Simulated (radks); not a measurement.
The numbers below are computed, except where a source is named.
Numerical settings for the cobalt ion Co23+, [He] 2s2. Level of theory: scalar-relativistic Kohn-Sham, PBE, spin-polarised, spherical densities, finite nucleus; Fermi nuclear charge, rms radius 3.7875 fm (a radial shooting solver on a logarithmic mesh with Libxc functionals). The defaults (mesh step 0.008 in ln r, mesh end at 40 bohr or more with all orbitals vanishing there, Anderson mixing 0.5 over 9 steps, residual threshold near 1e-9 with the energy settled to 1e-9 hartree or 1e-11 of itself, here a cap of 64 iterations) give E = -878.3985 hartree and 2s at -2076.5 eV in 14 iterations. Run on one thread of a shared host, so times are rough (Arm Neoverse V2): 0.05 s of CPU time, 0.05 s wall, 14 iterations on 2189 mesh points. Changes against that run (0 stands for a change within the tolerance of the run):

| setting | iterations | converged | E (mhartree) | e(2s) (meV) | CPU (s) |
|---|---|---|---|---|---|
| mesh step in ln r 0.2 | 64 | no | -4.94e+06 | - | 0.06 |
| mesh step in ln r 0.02 | 13 | yes | 0 | 0 | 0.02 |
| mesh step in ln r 0.005 | 15 | yes | 0 | 0 | 0.08 |
| mesh end (bohr) 12 | 13 | yes | 0 | 0 | 0.04 |
| mesh end (bohr) 1 | 13 | yes | +0.235 | +5.04 | 0.04 |
| residual threshold 0.01 | 7 | yes | 0 | +0.0756 | 0.03 |
| residual threshold 0.001 | 7 | yes | 0 | +0.0756 | 0.03 |
| mixing 1 | 13 | yes | 0 | 0 | 0.04 |
| linear mixing, mixing 0.05 | 64 | no | -0.964 | -8.76e+03 | 0.22 |
| linear mixing, mixing 0.5 | 39 | yes | 0 | 0 | 0.12 |
| mixing history 3 | 16 | yes | 0 | 0 | 0.05 |
| iteration cap 3 | 3 | no | +0.155 | -708 | 0.01 |

No run marked as converged misses the energy by more than 1 mhartree. A mesh that ends early acts as a hard wall.
